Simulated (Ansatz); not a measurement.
Al9Sb8Cl3. Total charge 0; triplet. Geometry PBE-D4/def2-SVP, that of the neutral singlet; atoms count from 1.

```
atom   x (Å)   y (Å)   z (Å)
 Sb1   3.737  -0.795   3.364
 Sb2   3.323   0.922   0.746
 Sb3  -3.831  -1.795  -1.431
 Sb4  -0.141   0.182  -2.468
 Sb5  -0.597  -1.425   1.961
 Sb6   0.046   2.781   3.649
 Sb7  -3.024   2.589   0.314
 Sb8   1.655   3.876  -1.092
 Al9   2.094  -1.693   1.531
Al10  -1.196  -1.845  -0.581
Al11   0.772   0.307   0.056
Al12   1.772   0.876   3.241
Al13   1.290   2.825   1.251
Al14  -1.846  -1.927  -3.188
Al15  -2.656   0.543  -1.284
Al16  -0.592   2.599  -0.840
Al17  -1.096   1.294   1.687
Cl18   2.492  -3.403   0.307
Cl19  -0.454  -3.537  -1.966
Cl20  -1.748  -2.376  -5.257
```

In the def2 sets Sb takes a core potential; there is no spin–orbit coupling. Single mean-field runs in def2-SVP are fitted with def2-universal-jkfit. At PBE0-D4/def2-SVP a singlet of charge 0 lies 0.86 eV below the triplet at the same geometry.

**Question.** Estimate the Mulliken populations from the PBE0/def2-SVP orbitals of Ansatz.

**Answer.** 
```json
{"atom": "Sb1", "charge (e)": "-0.01", "spin (α − β)": "0.15"}
{"atom": "Sb2", "charge (e)": "0.03", "spin (α − β)": "-0.02"}
{"atom": "Sb3", "charge (e)": "-0.09", "spin (α − β)": "0.14"}
{"atom": "Sb4", "charge (e)": "-0.11", "spin (α − β)": "0.01"}
{"atom": "Sb5", "charge (e)": "0.01", "spin (α − β)": "-0.01"}
{"atom": "Sb6", "charge (e)": "0.03", "spin (α − β)": "0.03"}
{"atom": "Sb7", "charge (e)": "-0.01", "spin (α − β)": "0.02"}
{"atom": "Sb8", "charge (e)": "0.07", "spin (α − β)": "0.88"}
{"atom": "Al9", "charge (e)": "0.43", "spin (α − β)": "0.05"}
{"atom": "Al10", "charge (e)": "0.25", "spin (α − β)": "0.03"}
{"atom": "Al11", "charge (e)": "-0.63", "spin (α − β)": "0.19"}
{"atom": "Al12", "charge (e)": "0.15", "spin (α − β)": "0.31"}
{"atom": "Al13", "charge (e)": "-0.07", "spin (α − β)": "0.01"}
{"atom": "Al14", "charge (e)": "0.54", "spin (α − β)": "0.05"}
{"atom": "Al15", "charge (e)": "0.17", "spin (α − β)": "0.05"}
{"atom": "Al16", "charge (e)": "0.05", "spin (α − β)": "0.00"}
{"atom": "Al17", "charge (e)": "-0.01", "spin (α − β)": "0.10"}
{"atom": "Cl18", "charge (e)": "-0.27", "spin (α − β)": "0.01"}
{"atom": "Cl19", "charge (e)": "-0.26", "spin (α − β)": "0.00"}
{"atom": "Cl20", "charge (e)": "-0.27", "spin (α − β)": "0.00"}
```
Mulliken values depend strongly on the basis.

**Question.** Where does the spin sit?

**Answer.** Summed by element: Sb 1.19, Al 0.78, Cl 0.02, of 2 unpaired in all. Largest on single atoms: Sb8 0.88, Al12 0.31, Al11 0.19.

**Question.** And the Mayer bond orders between heavy atoms (over 0.3)?

**Answer.** Sb1–Sb2 0.65 (3.16 Å); Sb1–Al9 0.88 (2.62 Å); Sb1–Al12 0.97 (2.58 Å); Sb2–Al11 0.67 (2.71 Å); Sb2–Al12 0.42 (2.94 Å); Sb2–Al13 0.53 (2.83 Å); Sb3–Al10 0.73 (2.77 Å); Sb3–Al14 0.81 (2.65 Å); Sb3–Al15 0.91 (2.62 Å); Sb4–Al10 0.44 (2.96 Å); Sb4–Al11 0.63 (2.69 Å); Sb4–Al14 0.45 (2.81 Å); Sb4–Al15 0.59 (2.80 Å); Sb4–Al16 0.35 (2.95 Å); Sb5–Al9 0.56 (2.74 Å); Sb5–Al10 0.78 (2.64 Å); Sb5–Al11 0.56 (2.92 Å); Sb5–Al17 0.58 (2.78 Å); Sb6–Al12 0.90 (2.60 Å); Sb6–Al13 0.85 (2.70 Å); Sb6–Al17 0.82 (2.71 Å); Sb7–Al15 0.93 (2.62 Å); Sb7–Al16 0.84 (2.69 Å); Sb7–Al17 0.79 (2.70 Å); Sb8–Al13 0.92 (2.59 Å); Sb8–Al16 0.96 (2.60 Å); Al9–Cl18 1.09 (2.14 Å); Al10–Cl19 0.64 (2.31 Å); Al11–Al17 0.33 (2.67 Å); Al14–Cl19 0.43 (2.45 Å); Al14–Cl20 1.16 (2.12 Å).
